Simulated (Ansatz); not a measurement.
SbMe3 (C3H9Sb) was relaxed with PBE0-D4 (def2-SVP) in Ansatz in these states: charge +1 doublet, neutral singlet. The geometries follow in no particular order.

In the def2 sets Sb takes a core potential; there is no spin–orbit coupling.

A:

Cartesian coordinates in Å:
```
Sb -0.8083 0.6776 -0.5760
C 0.3354 -0.8672 -1.5879
H -0.3480 -1.6060 -2.0315
H 1.0046 -1.3726 -0.8763
H 0.9344 -0.4182 -2.3936
C -1.3492 -0.5910 1.1022
H -0.4619 -1.1185 1.4817
H -2.1013 -1.3277 0.7842
H -1.7797 0.0217 1.9076
C 0.9211 1.5357 0.4196
H 0.5903 2.2283 1.2072
H 1.5279 2.0968 -0.3061
H 1.5346 0.7411 0.8689
```

B:

```xyz
13

Sb   -0.287   -0.681   -0.087
C     0.896   -0.629    1.683
H     0.264   -0.876    2.546
H     1.293    0.394    1.778
H     1.717   -1.352    1.589
C    -1.864    0.741    0.073
H    -1.397    1.731    0.196
H    -2.482    0.498    0.947
H    -2.468    0.714   -0.844
C     0.931   -0.201   -1.766
H     0.314   -0.212   -2.675
H     1.743   -0.935   -1.845
H     1.341    0.807   -1.593
```

**Question.** Judge from the bond lengths which geometry belongs to which state (an estimate).

**Answer.** A is the neutral singlet (Sb1–C2 2.172 Å, Sb1–C6 2.172 Å, Sb1–C10 2.172 Å); B is the charge +1 doublet (Sb1–C2 2.129 Å, Sb1–C6 2.129 Å, Sb1–C10 2.129 Å).
